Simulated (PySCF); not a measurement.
Level of theory: PBE0-D4/def2-TZVP (PySCF). All species are isolated molecules in the gas phase. One relaxed conformer stands for a flexible species; it need not be the lowest. Excitations are Tamm–Dancoff values on a coarser integration grid. The basis has no diffuse functions, so Rydberg states are missing or too high.

Reference species (SMILES): `[NH2][Ga]([NH2])[NH2]` (neutral, multiplicity 1).

```yaml
T1 excitation (TDA): 5.11 eV
HOMO: -6.72 eV
```

Changed species: `[NH2][Ga]([F])[F]` (1 of 3 F replaced by NH2; the reference has 3 of 3 F replaced by NH2).

Question: Predict the effect on the T1 excitation (TDA) and HOMO.

Answer: the T1 excitation (TDA) falls by 0.04 eV, to 5.07 eV; the HOMO decreases by 1.61 eV, to -8.33 eV.
